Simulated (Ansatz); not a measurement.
`[BH2][Zn][S][SiH3]` + H₂O → `[BH2][Zn][OH]` + `[SiH3]S` at 700 K and 1 bar (formal hydrolysis of a Zn–S bond).

Computed with Ansatz on PBE0-D4/def2-TZVP structures; ΔE is electronic, products minus reactants. CCSD(T)/CBS is the MP2 limit (def2-TZVPP, def2-QZVPP) plus CCSD(T) − MP2 in def2-TZVPP, frozen cores. This one scheme is used for every species. For Zn outer-core shells are correlated without core-valence functions, which leaves a few kJ/mol of doubt a bond. Scalar relativity is left out up to krypton. One conformer a species, not always the lowest.

```json
{"species": "`[BH2][Zn][S][SiH3]`", "CCSD(T)/CBS energy (Eh)": "-2493.04733", "H − E (kJ/mol)": "201.2", "S (J/(mol·K))": "497.8"}
{"species": "H₂O", "CCSD(T)/CBS energy (Eh)": "-76.37941", "H − E (kJ/mol)": "80.5", "S (J/(mol·K))": "218.4"}
{"species": "`[BH2][Zn][OH]`", "CCSD(T)/CBS energy (Eh)": "-1880.12839", "H − E (kJ/mol)": "137.7", "S (J/(mol·K))": "378.5"}
{"species": "`[SiH3]S`", "CCSD(T)/CBS energy (Eh)": "-689.27336", "H − E (kJ/mol)": "135.5", "S (J/(mol·K))": "340.5"}
```

H − E and S are ideal-gas, rigid-rotor, harmonic terms from PBE0-D4/def2-TZVP, for one conformer and one mirror image of each species. 1 Eh = 2625.50 kJ/mol, R = 8.31446 J/(mol·K).

**Question.** By hand: ΔE, ΔH, ΔS and ΔG.

**Answer.** ΔE = (-1880.12839) + (-689.27336) − (-2493.04733) − (-76.37941) = 0.02499 Eh = 65.6 kJ/mol. Δ(H − E) = 137.7 + 135.5 − 201.2 − 80.5 = -8.5, so ΔH = 57.1 kJ/mol. ΔS = 378.5 + 340.5 − 497.8 − 218.4 = 2.8 J/(mol·K). ΔG = 57.1 − 700 × (2.8)/1000 = 55.1 kJ/mol.

**Question.** By hand: the equilibrium constant, and the temperature at which ΔG would vanish if ΔH and ΔS stayed fixed.

**Answer.** log₁₀ K = −ΔG/(RT ln 10) = -4.1. ΔG = 0 at ΔH/ΔS = 20393 K, far beyond where these terms or the molecules hold.

The number of gas molecules stays the same, so ΔS is small and ΔH decides. A doubt of 5 kJ/mol in ΔE shifts log₁₀ K by 0.4 here. Other conformers and mirror images would add mixing entropy, several J/(mol·K) or more a flexible species. These are equilibria of isolated gas molecules and say nothing of rates. Largest T1 diagnostic: 0.017 (customary marks: 0.02 for closed shells, 0.045 for open ones).
